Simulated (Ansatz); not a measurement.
The Si4–C2 bond of C3H10O3Si (SMILES CC(C)[Si](O)(O)O) is stretched (multiplicity 1, the rest rigid).
Geometry at rest (charge 0, multiplicity 1):
```xyz
17

C     -1.1774     1.7408    -0.8057
C     -1.1831     0.3429    -0.1703
C     -1.8360    -0.6840    -1.1067
Si     0.5268    -0.1880     0.3602
O      1.4081    -0.2585    -1.0339
O      1.2031     0.8245     1.4641
O      0.5374    -1.6211     1.1648
H     -0.5693     1.7571    -1.7125
H     -0.7836     2.4980    -0.1234
H     -2.1904     2.0477    -1.0797
H     -1.7744     0.3890     0.7519
H     -2.8485    -0.3737    -1.3790
H     -1.2632    -0.7929    -2.0300
H     -1.9137    -1.6694    -0.6411
H      2.3327    -0.5111    -0.9644
H      1.3603     1.7313     1.1931
H      0.2649    -2.4019     0.6785
```

Cores are frozen in the correlated methods.

Codes used: Ansatz (Gaussian basis) for Hartree–Fock, density functionals and correlated methods. 

Energies above the point at 1.867 Å (the B3LYP-D3(BJ) bond length), FIC-MRCISD+Q on CASSCF(2,2)/cc-pV(D+d)Z (kcal/mol): 11.08 at 1.681 Å; 5.68 at 2.054 Å; 99.33 at 5.042 Å.

### Question
Take the last value as the depth D of a Morse curve D(1 − e^(−a(R − R₀)))², fit a and R₀ to the two near points, and test it at 2.521 and 3.268 Å.

### Answer

With D = 99.3, both near points (counted from the curve's value at 1.867 Å) are met by a = 1.50 Å⁻¹ and R₀ = 1.872 Å, so k = 2Da² = 449 kcal/(mol Å²). The curve then gives 38.5 and 76.5 kcal/mol; the level itself gives 39.5 and 81.3, so Morse is off by -0.9 and -4.9.

Ansatz is an electronic-structure program.
